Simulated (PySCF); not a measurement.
A small calculation by hand: entropy of an ideal gas

Si(OH)(OMe) (CH4O2Si), SMILES CO[Si]O (connectivity only; charge and spin as stated), neutral, multiplicity 1.

Geometry: r2SCAN-D4/def2-SVP. The values are those of a single conformer.

PySCF with r2SCAN-D4/def2-SVP gives the harmonic wavenumbers 126, 151, 185, 329, 527, 703, 799, 884, 1130, 1177, 1201, 1467, 1467, 1481, 2995, 3090, 3112, 3784 cm⁻¹ and the rotational temperatures 1.0399, 0.1675, 0.1471 K. The molar mass is 76.13 g/mol, the symmetry number 1, the spin multiplicity 1.

Work out the entropy at 298.15 K and 1 atm in the rigid-rotor, harmonic-oscillator model.


Translation (Sackur–Tetrode at 1 atm): S = R[1.5 ln M + 2.5 ln T − 1.16487] = 162.8 J/(mol K).
Rotation: q = (√π/σ) T^1.5/√(θA θB θC) = 57000, S = R[ln q + 3/2] = 103.5 J/(mol K).
Vibration: with u = 1.4388 ν/T, each mode gives R[u/(e^u − 1) − ln(1 − e^−u)]:
```json
[
 {"ν (cm⁻¹)": "126", "modes": "1", "u": "0.61", "S (J/(mol K))": "12.58"},
 {"ν (cm⁻¹)": "151", "modes": "1", "u": "0.73", "S (J/(mol K))": "11.13"},
 {"ν (cm⁻¹)": "185", "modes": "1", "u": "0.89", "S (J/(mol K))": "9.53"},
 {"ν (cm⁻¹)": "329", "modes": "1", "u": "1.59", "S (J/(mol K))": "5.29"},
 {"ν (cm⁻¹)": "527", "modes": "1", "u": "2.54", "S (J/(mol K))": "2.49"},
 {"ν (cm⁻¹)": "703", "modes": "1", "u": "3.39", "S (J/(mol K))": "1.27"},
 {"ν (cm⁻¹)": "799", "modes": "1", "u": "3.86", "S (J/(mol K))": "0.87"},
 {"ν (cm⁻¹)": "884", "modes": "1", "u": "4.27", "S (J/(mol K))": "0.62"},
 {"ν (cm⁻¹)": "1130", "modes": "1", "u": "5.45", "S (J/(mol K))": "0.23"},
 {"ν (cm⁻¹)": "1177", "modes": "1", "u": "5.68", "S (J/(mol K))": "0.19"},
 {"ν (cm⁻¹)": "1201", "modes": "1", "u": "5.80", "S (J/(mol K))": "0.17"},
 {"ν (cm⁻¹)": "1467", "modes": "2", "u": "7.08", "S (J/(mol K))": "0.11"},
 {"ν (cm⁻¹)": "1481", "modes": "1", "u": "7.15", "S (J/(mol K))": "0.05"}
]
```
The stiffer modes add less than 0.005 each. Sum 44.5 J/(mol K).
Spin: R ln 1 = 0.0 J/(mol K).
Total 310.8 J/(mol K); the program's own thermochemistry gives 310.8. Translation makes up 52 % and vibration 14 %. Anharmonicity, hindered rotation and orbital degeneracy are left out.
